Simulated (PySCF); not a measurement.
NICS in isomers of C5H6N2S.

Probes without a nucleus sit at each ring's centroid and 1 Å off its mean plane on both sides; NICS is minus the shielding there, NICSzz its component along the normal. Level: GIAO PBE0/pcSseg-1 (PySCF, non-relativistic, gas phase) on the GFN2-xTB geometries, one conformer each. Atom numbers follow the mapped SMILES.

**Question.** Order these rings by mean NICS(1)zz, lowest (most negative) first (ppm).
A. ring C1–S2–N3–N4–C5 in `[cH:1]1[s:2][n:3][n:4][c:5]1[CH:6]1[CH2:7][CH2:8]1`
B. ring C3–C4–C5–C6–S8 in `[H]/[N:1]=[CH:2]\[c:3]1[cH:4][cH:5][c:6]([NH2:7])[s:8]1`
C. ring C3–N4–N5–C6–S8 in `[CH2:1]=[CH:2][c:3]1[n:4][n:5][c:6]([CH3:7])[s:8]1`
D. ring C1–N2–N3–C4–S8 in `[cH:1]1[n:2][n:3][c:4]([CH:5]2[CH2:6][CH2:7]2)[s:8]1`

**Answer.** A (-31.9), D (-26.7), C (-24.2), B (-17.2).

```csv
SMILES,ring,NICS(0),NICS(1),NICS(1)zz,HOMA,rms pucker (Å),ring atoms with four or more neighbours
c1snnc1C1CC1,5-membered ring with 2 N and S; formal bonds all aromatic,-12.3,-13.4,-31.9,–,0.00,0
c1nnc(C2CC2)s1,5-membered ring with 2 N and S; formal bonds all aromatic,-12.1,-11.9,-26.7,0.69,0.00,0
C=Cc1nnc(C)s1,5-membered ring with 2 N and S; formal bonds all aromatic,-10.7,-11.2,-24.2,0.65,0.00,0
[H]/N=C\c1ccc(N)s1,5-membered ring with S; formal bonds all aromatic,-10.2,-8.6,-17.2,0.79,0.00,0
```

NICS(0) gives the same order. The isotropic NICS(1) gives the same order. HOMA uses Krygowski's 1993 parameters; it is left out where a ring has a four-coordinate atom, a triple bond, no multiple bond or a kind of bond without parameters. NICS(1) and NICS(1)zz are means over the two faces.
